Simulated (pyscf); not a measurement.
Structures and frequencies: ωB97X-D3(BJ)/def2-SVP in PySCF.

SMILES: [BH]([Re](=[O])(=[O])=[O])C
```xyz
10

C      0.5035     0.7213     0.2923
B     -0.8287    -0.0198     0.5592
Re    -2.2821    -0.2767    -1.0820
O     -3.7868    -0.1692    -0.3013
O     -1.7363    -1.8319    -1.5165
O     -1.8969     0.9970    -2.1386
H      1.3123     0.4485     0.9867
H      0.8516     0.7008    -0.7506
H      0.2386     1.7809     0.5035
H     -1.1664    -0.4824     1.6197
```
Charge 0, spin multiplicity 1.

What is the homolytic dissociation enthalpy (298 K, ωB97M-D3(BJ)/def2-TZVP) of the B–Re bond of `[CH3][BH][Re](=[O])(=[O])=[O]`, to [HB–CH₃]• + [O=Re(=O)=O]•?

B–Re to [HB–CH₃]• + [O=Re(=O)=O]•: 3.57 eV. The 7 functionals that were run give +3.38 (M06-2X) to +3.80 eV (ωB97X-D3(BJ)/def2-TZVP). The radicals are drawn with the spin at the cut bond; how far it spreads was not checked. H₃C–BH–Re(=O)(=O)=O may be a fragile minimum: a first optimisation, from another start, lost the drawn bonds. [HB–CH₃]• lies 0.45 eV over its isomer H₂B–CH₂• (electronic energy, ωB97M-D3(BJ)/def2-TZVP). Other isomers of [O=Re(=O)=O]• were not searched in full and may lie lower. Open-shell species with a d-block atom are single-reference here; other states, and whether the spin sits on metal or ligand, were not checked. Elements past Kr carry the def2 core potentials, without spin-orbit coupling.
